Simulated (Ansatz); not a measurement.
`[OH][AlH][SiH2]O`. Total charge 0; spin multiplicity 1. The geometry is a stationary point of PBE0-D4/def2-TZVP. It is one conformer, not always the lowest.

```xyz
9

O     0.360   -2.166    0.998
Al   -0.570   -0.751    1.153
Si   -0.090    1.134   -0.372
O     0.998    0.719   -1.562
H     1.091   -2.236    0.384
H    -1.681   -0.790    2.282
H    -1.342    1.686   -0.981
H     0.555    2.264    0.355
H     0.680    0.141   -2.256
```

(1) What is the dipole moment at ωB97M-V/def2-TZVPP? (Estimate.)

(2) And with PBE, r2SCAN, B3LYP? (An estimate is asked.)

(3) Give the Mulliken charges with ωB97M-V, r2SCAN, B3LYP in def2-TZVPP. (Best estimate.)

Results:

(1) Computed: 1.44 D, with components (-0.15, -0.35, -1.39) D in this frame, pointing from negative to positive charge.

(2) The calculation gave: PBE 1.49 D, r2SCAN 1.51 D, B3LYP 1.44 D.

(3) Ansatz gave: 
| atom | ωB97M-V | r2SCAN | B3LYP |
| --- | --- | --- | --- |
| O1 | -0.39 | -0.43 | -0.41 |
| Al2 | 0.46 | 0.54 | 0.48 |
| Si3 | 0.19 | 0.26 | 0.28 |
| O4 | -0.39 | -0.42 | -0.40 |
| H5 | 0.17 | 0.19 | 0.17 |
| H6 | -0.11 | -0.16 | -0.14 |
| H7 | -0.06 | -0.10 | -0.09 |
| H8 | -0.03 | -0.08 | -0.07 |
| H9 | 0.17 | 0.20 | 0.18 |

B3LYP here is the variant with VWN-RPA as its local correlation; programs differ in this.
